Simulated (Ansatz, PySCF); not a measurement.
System: SnCl, charge 0, multiplicity 2. SMILES: [Sn][Cl]
Geometry: optimised at B3LYP-D3(BJ)/def2-TZVP (Ansatz, an electronic-structure program).

Quantity: vertical ionisation energy (to the singlet state of charge +1; each state is the SCF solution reached for its spin), in eV. Correlated levels leave the core frozen unless marked. Open shells are spin-unrestricted. Spin-orbit coupling is left out. The frozen core is the preceding noble-gas configuration, with the filled d and f shells of earlier blocks. Past Kr the def2 sets carry scalar-relativistic core potentials. CBS marks a two-point X^-3 extrapolation of the correlation energy; Hartree-Fock from the larger set.

| level | program | vertical ionisation energy (eV) | minus last row |
|---|---|---|---|
| SVWN5/def2-TZVPD | Ansatz | 7.15 | 0.04 |
| PBE/def2-TZVPD | Ansatz | 7.01 | -0.10 |
| r2SCAN/def2-TZVPD | Ansatz | 7.21 | 0.10 |
| B3LYP/def2-TZVPD | Ansatz | 7.14 | 0.03 |
| PBE0/def2-TZVPD | Ansatz | 7.16 | 0.05 |
| BHLYP/def2-TZVPD | Ansatz | 7.16 | 0.05 |
| CAM-B3LYP/def2-TZVPD | Ansatz | 7.24 | 0.13 |
| wB97M-V/def2-TZVPD | Ansatz | 7.16 | 0.05 |
| wB97X-V/def2-TZVPD | Ansatz | 7.14 | 0.03 |
| CCSD/def2-SVPD | Ansatz | 6.97 | -0.14 |
| CCSD/def2-TZVPPD | Ansatz | 7.05 | -0.06 |
| CCSD/def2-QZVPPD | Ansatz | 7.09 | -0.02 |
| CCSD/CBS(def2-TZVPPD,def2-QZVPPD) | Ansatz | 7.12 | 0.01 |
| CCSD(T)/def2-SVPD | Ansatz | 6.93 | -0.18 |
| CCSD(T)/def2-TZVPPD | Ansatz | 7.03 | -0.08 |
| CCSD(T)/def2-QZVPPD | Ansatz | 7.07 | -0.04 |
| CCSD(T)/CBS(def2-TZVPPD,def2-QZVPPD) | Ansatz | 7.11 | 0.00 |

For comparison, minus the highest occupied orbital energy (PySCF): 4.15 eV at TPSS/def2-TZVPD, 5.51 eV at MN15/def2-TZVPD, 7.39 eV at HF/def2-TZVPD.
